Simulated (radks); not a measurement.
The numbers below are computed, except where a source is named.
Question: These are the eigenvalues of the occupied orbitals of an atom or ion with whole-number occupations (hartree). Level of theory: non-relativistic Kohn-Sham, PBE, spin-polarised, spherical densities, point nucleus (a radial shooting solver on a logarithmic mesh with Libxc functionals).

orbital  eigenvalue
1s        -46.20086
2s         -2.92348
2p         -1.71456
3s         -0.17268

Which element is it, and in what charge state? The configuration may be excited. Open shells, if any, are filled with parallel spins first.

Answer: Z = 12, magnesium, charge 0: Mg in [Ne] 3s2. The list shows which subshells hold electrons but not how many an open one holds; the 1s level, -46.201 hartree, gives Z - s = 9.6 by -(Z - s)^2/2, which with screening narrows Z to a few neighbours, and the depths of the outer levels then fix element, charge and occupations together.
